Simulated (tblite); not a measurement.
Compound: C5H5O2 (doublet state).
Bonds: C1–C2, C2–C3 (double), C3–O4, O4–C5, C5–O6 (double), C5–C7, C2–C7. Hydrogens: H8, H9, H10 on C1; H11, H12 on C7.

A start from a force field or distance geometry was refined with GFN2-xTB geometry optimisation, gas phase (tblite). Values at the start:

```csv
coordinate,start
C1–C2,1.467 Å
C1–H8,1.088 Å
C2=C3,1.286 Å
C2–C7,1.512 Å
C3–O4,1.309 Å
O4–C5,1.398 Å
C5=O6,1.216 Å
C5–C7,1.548 Å
C7–H11,1.089 Å
C1–C2–C3,131.7°
C1–C2–C7,123.5°
C2–C3–O4,122.5°
C2–C7–C5,100.0°
C3–O4–C5,103.5°
O4–C5–O6,124.5°
O4–C5–C7,109.2°
O6–C5–C7,126.3°
C1–C2–C7–C5,179°
C2–C3–O4–C5,2°
```

Problem. How do these coordinates change at the GFN2-xTB level?

Solution. 
| coordinate | GFN2-xTB (Å or °) | change |
| --- | --- | --- |
| C3–O4 | 1.348 | +0.039 |
| C2=C3 | 1.318 | +0.032 |
| C5–C7 | 1.516 | -0.032 |
| O4–C5 | 1.366 | -0.032 |
| C5=O6 | 1.193 | -0.023 |
| C2–C7 | 1.529 | +0.017 |
| C1–C2 | 1.482 | +0.015 |
| C7–H11 | 1.092 | +0.003 |
| C1–H8 | 1.086 | -0.002 |
| C2–C3–O4 | 116.5 | -6.0 |
| C3–O4–C5 | 108.4 | +4.9 |
| O6–C5–C7 | 129.2 | +2.9 |
| C2–C7–C5 | 102.2 | +2.2 |
| O4–C5–O6 | 123.0 | -1.5 |
| O4–C5–C7 | 107.9 | -1.3 |
| C1–C2–C7 | 122.9 | -0.6 |
| C1–C2–C3 | 132.1 | +0.4 |
| C2–C3–O4–C5 | 0 | -2 |
| C1–C2–C7–C5 | 180 | +1 |

The energy falls by 20.3 kJ/mol over 22 L-BFGS steps, the largest force on an atom goes from 2.94 to 0.006 eV/Å, and the atoms move by 0.034 Å rms after alignment. The bond that changes most is C3–O4 (ends: carbon bonded to C and O; oxygen bonded to 2 C), which lengthens by 0.039 Å. Bonds longer at the end by more than 0.005 Å: 4 of 12; shorter: 6. Rotational constants go from 7470, 2071, 1656 to 7573, 2052, 1647 MHz.

Hardware: one thread of an Arm Neoverse V1, on a shared host. Cost: 0.1 s.

Its GFN2-xTB frequencies are all real (lowest 112 cm⁻¹).

The numbers are calculated, not measured.
